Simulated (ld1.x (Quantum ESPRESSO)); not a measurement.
## thulium, TM: configuration errors across variants

* Element: thulium (Tm)
* Generator: ld1.x (Quantum ESPRESSO) 7.5
* Type: norm-conserving Troullier–Martins (Kleinman–Bylander form)
* Functional: PBEsol
* Relativity: scalar-relativistic
* Frozen core: [Xe]
* Valence charge: 15
* Reference configuration: 4f13 5d0.5 6s1.5 6p0
* Partial waves: 6p (bound, empty): rc 3.10 bohr; 5d (bound): rc 2.45 bohr; 4f (bound): rc 0.95 bohr; 6s (bound): rc 3.55 bohr
* Local potential: the s channel
* Core correction: none

All-electron excitation energies from the reference (eV): (1) 4f13 5d0 6s2 6p0 -1.550; (2) 4f13 5d0 6s1 6p0 4.920; (3) 4f13 5d0 6s0 6p0 16.901; (4) 4f12 5d0 6s2 6p0 8.938; (5) 4f13 5d0 6s1.5 6p0 1.026; (6) 4f11 5d0 6s0 6p0 89.478.

Tests that are not counted but printed errors over 1 eV. “base”: 4f12 5d1 6s2 6p0 (pseudo-atom not self-consistent, printed error -2598 eV). “wave 5d (bound): rc 2.45 bohr becomes 5d (bound): rc 1.56 bohr”: 4f12 5d1 6s2 6p0 (pseudo-atom not self-consistent, printed error -2598 eV). “wave 5d (bound): rc 2.45 bohr becomes 5d (bound): rc 1.82 bohr”: 4f12 5d1 6s2 6p0 (pseudo-atom not self-consistent, printed error -2601 eV). “wave 5d (bound): rc 2.45 bohr becomes 5d (bound): rc 2.16 bohr”: 4f12 5d1 6s2 6p0 (pseudo-atom not self-consistent, printed error -2601 eV). “wave 5d (bound): rc 2.45 bohr becomes 5d (bound): rc 2.36 bohr”: 4f12 5d1 6s2 6p0 (pseudo-atom not self-consistent, printed error -2600 eV).

Errors AE − PS in meV (a dash: test not solved or not reliable):

```tsv
change	(1)	(2)	(3)	(4)	(5)	(6)	bound ghosts
base	+2.9	+8.9	+185	-2023	+4.8	-10026	none
wave 5d (bound): rc 2.45 bohr becomes 5d (bound): rc 1.56 bohr	+3.0	+9.0	+185	-2024	+4.9	-10029	none
wave 5d (bound): rc 2.45 bohr becomes 5d (bound): rc 1.82 bohr	+3.0	+9.0	+185	-2023	+4.9	-10025	none
wave 5d (bound): rc 2.45 bohr becomes 5d (bound): rc 2.16 bohr	+2.9	+9.0	+185	-2023	+4.9	-10027	none
wave 5d (bound): rc 2.45 bohr becomes 5d (bound): rc 2.36 bohr	+2.9	+8.9	+185	-2024	+4.8	-10028	none
wave 5d (bound): rc 2.45 bohr becomes 5d (bound): rc 3.20 bohr	+4.5	+11	+188	-1995	+6.4	-9954	none
wave 5d (bound): rc 2.45 bohr becomes 5d (bound): rc 3.64 bohr	+6.2	+14	+196	-1965	+8.8	-9865	none
```

(1) Give the same row for: wave 5d (bound): rc 2.45 bohr becomes 5d (bound): rc 2.66 bohr.

Results:

(1) +3.1, +9.0, +185, -2019, +5.0, -10016; bound ghosts: none. Not counted: 4f12 5d1 6s2 6p0 (pseudo-atom not self-consistent, printed error -2601 eV).
